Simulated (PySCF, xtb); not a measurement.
Te(SH)2 (H2S2Te), SMILES S[Te]S.

xtb 6.7.1 with GFN2-xTB at its own geometry gives an orbital gap of 3.73 eV and a dipole moment of 1.60 D.

Coordinates come from a B3LYP-D3(BJ)/def2-SVP optimisation. The def2 effective core potentials stand for the cores of Te; spin–orbit coupling is left out. The values are those of a single conformer.

Problem. What does ωB97X/def2-TZVPD in PySCF give? (The exact figures need the calculation; the answer reports its results.)

Solution. gap 8.78 eV (levels -9.01 and -0.23 eV), dipole 0.72 D.
